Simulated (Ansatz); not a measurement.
Total energies of `BB(F)BF`.

```csv
atom,x (Å),y (Å),z (Å)
B1,-0.6252,1.2322,-0.5944
B2,0.4072,0.3333,0.3674
F3,1.3042,0.9048,1.1816
B4,0.3298,-1.3915,0.3777
F5,0.8952,-2.0950,-0.5931
H6,-0.3284,1.5289,-1.7171
H7,-1.7360,1.5160,-0.2454
H8,-0.2468,-2.0287,1.2232
```

The species carries charge 0 and has multiplicity 1. All single points use the PBE0-D4/def2-TZVP geometry. It is one conformer, not always the lowest. Basis def2-TZVPP, Ansatz 0.2.0.

RPA on PBE orbitals: Hartree–Fock energy of these orbitals -274.78284 Eh, correlation -1.26895 Eh (frozen core).

```csv
functional,energy without D4 (Eh),D4 term (kJ/mol)
LDA (SPW92),-274.03469,–
PBE,-275.85796,-10.8
revPBE,-276.08874,-34.2
BLYP,-276.13197,-24.0
r2SCAN,-276.04374,-2.7
B97M-V,-276.14456,–
PBE0,-275.87909,-9.1
B3LYP,-276.20423,-17.4
r2SCANh,-276.03189,-2.8
r2SCAN0,-276.01531,-3.1
HSE06 (plane-wave form),-275.86537,-8.5
BHLYP,-276.08301,-12.8
ωB97M-V,-276.09335,–
B2PLYP,-276.00153,–
```

Question: Give the same for CAM-B3LYP, LC-ωPBE, ωB97X-V, PBE-QIDH. (Best estimate.)

Answer: Ansatz gave: 
```csv
functional,energy without D4 (Eh),D4 term (kJ/mol)
CAM-B3LYP,-276.09027,-9.2
LC-ωPBE,-276.00566,–
ωB97X-V,-276.10071,–
PBE-QIDH,-275.84217,–
```

B3LYP takes the VWN-RPA correlation (the form of Gaussian; ORCA's B3LYP/G). HSE06 is the plane-wave form, built on full-range PBE exchange. The double hybrids freeze the cores in their second-order part.

LC-ωPBE has ω = 0.4 bohr⁻¹.
